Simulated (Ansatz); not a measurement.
Reaction (atomization): `[NH2][GeH2][B](CF)[GaH][SeH]` → B• + C• + F• + Ga• + Ge• + 8 H• + N• + Se•

Computed with Ansatz on PBE0-D4/def2-TZVP structures; ΔE is electronic, products minus reactants. CCSD(T)/CBS is the MP2 limit (def2-TZVPP, def2-QZVPP) plus CCSD(T) − MP2 in def2-TZVPP, frozen cores. This one scheme is used for every species, atoms too. DFT in def2-TZVPP. No spin–orbit coupling; open shells (•) take unrestricted orbitals. Spin–orbit coupling would lower the free atoms: a little for B, C, F; clearly for Ga, Ge, Se. Bonds to Ga, Ge, Se are less sure, by a few kJ/mol each and by 10 to 20 or more in all where they break to atoms, as the def2 sets lack core-valence functions. Scalar relativity is left out up to krypton. One conformer a species, not always the lowest.

| species | PBE-QIDH energy (Eh) |
| --- | --- |
| `[NH2][GeH2][B](CF)[GaH][SeH]` | -6623.83295 |
| B• | -24.61334 |
| C• | -37.80052 |
| F• | -99.66615 |
| Ga• | -1924.20690 |
| Ge• | -2076.32150 |
| H• | -0.50179 |
| N• | -54.54130 |
| Se• | -2400.88796 |

Q: Work out ΔE.

A: ΔE = 8 × (-0.50179) + (-24.61334) + (-37.80052) + (-99.66615) + (-1924.20690) + (-2076.32150) + (-54.54130) + (-2400.88796) − (-6623.83295) = 1.78096 Eh = +4675.9 kJ/mol. CCSD(T)/CBS gives +4716.6 kJ/mol.

Largest T1 diagnostic among the species: 0.014.

From PBE to PBE0 (25 % exact exchange), in def2-TZVPP and without D4, ΔE moves by −78.0 kJ/mol: exact exchange takes away binding that semilocal exchange gives to molecules. Leaving LDA and LC-ωPBE aside and taking each functional with its dispersion term where it has one, the values, not all of them listed here, spread over 226.1 kJ/mol, from BHLYP-D4 to PBE-D4. LDA lies +697.5 kJ/mol from PBE without D4, its usual overbinding.

For atomizations the MP2-based limit and the directly extrapolated one differ by several kJ/mol either way, and by 10 to 25 for some Ge, Se and Sn compounds, so smaller differences from it don't rank the levels.
